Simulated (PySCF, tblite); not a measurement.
Isomers of C6H11O (doublet state), one GFN2-xTB conformer each. Single-point energies are computed at B3LYP/pcH-1 (PySCF, gas phase, no added dispersion term), electronic only. GFN2-xTB treats the open shell by occupation alone, and not every SCF solution was tested for stability.

Task: Rank them by B3LYP/pcH-1 energy, lowest first (kcal/mol).
A. `[CH3:1][CH2:2][CH2:3][C:4]([CH3:5])[CH:6]=[O:7]` (doublet state) with C1–C2–C3–C4 63°, C2–C3–C4–C5 78°, C3–C4–C6–O7 178°
B. `[CH2:1]=[C:2]([CH3:3])[CH:4][CH2:5][CH2:6][OH:7]` (doublet state) with C1–C2–C4–C5 -178°, C2–C4–C5–C6 104°, C4–C5–C6–O7 -64°, C5–C6–O7–H 57°
C. `[CH2:1]=[CH:2][C:3]([CH3:4])[CH2:5][O:6][CH3:7]` (doublet state) with C1–C2–C3–C4 -1°, C2–C3–C5–O6 135°, C3–C5–O6–C7 179°
D. `[CH2:1]=[CH:2][CH:3][C@@H:4]([OH:5])[CH2:6][CH3:7]` (doublet state) with C1–C2–C3–C4 -178°, C2–C3–C4–O5 5°, C3–C4–O5–H 62°, C3–C4–C6–C7 175°

Result: A (0.0), D (13.4), B (14.3), C (21.7).

Neighbours under 5.0 kcal/mol apart (C=C[CH][C@@H](O)CC and C=C(C)[CH]CCO) can change places with a better method, another conformer or zero-point energy. GFN2-xTB itself gives, in the same order: 0.0, 15.2, 13.8, 16.8. Both levels put the same isomer lowest; measured from each level's own lowest isomer, the values differ by up to 4.9 kcal/mol (C=C[C](C)COC: 16.8 against 21.7).

Task: What happens when harmonic zero-point energies from GFN2-xTB frequencies are added?

Result: 
```tsv
SMILES	ZPE (kcal/mol)	electronic (kcal/mol)	with ZPE (kcal/mol)
CCC[C](C)C=O	96.5	0.0	0.0
C=C[CH][C@@H](O)CC	95.8	13.4	12.6
C=C(C)[CH]CCO	96.1	14.3	13.8
C=C[C](C)COC	95.1	21.7	20.3
```

The zero-point energies span 1.4 kcal/mol. The order is unchanged.
